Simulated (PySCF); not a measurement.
**Interval between two levels of Hg by level of theory**

Hg [Xe] 4f14 5d10 6s2 → Hg [Xe] 4f14 5d9 6s2 6p1 [3F4, M_J = 4], as a difference of total energies. Calculation: PySCF 2.14, in x2c-TZVPall-2c with one added diffuse shell each of s, p, d type (12s12p11d2f, 117 functions); the two-component X2C-1e Hamiltonian. Correlated levels: [Kr] 4d10 4f14 frozen; the 34 highest virtual spinors dropped. "Screened" scales the spin-orbit matrix elements by Boettger's factors to mimic the two-electron term; Breit and QED terms are absent.

```
                    method  interval between two levels (cm⁻¹)
 GHF (screened spin-orbit)                               68749
GMP2 (screened spin-orbit)                               77119
```

The labels give the starting determinants; with spin-orbit coupling the two ends relaxed to ⟨J²⟩ = 0.00, ⟨L²⟩ = 0.19, ⟨S²⟩ = 0.19 and ⟨J²⟩ = 20.01, ⟨L²⟩ = 12.19, ⟨S²⟩ = 2.18.
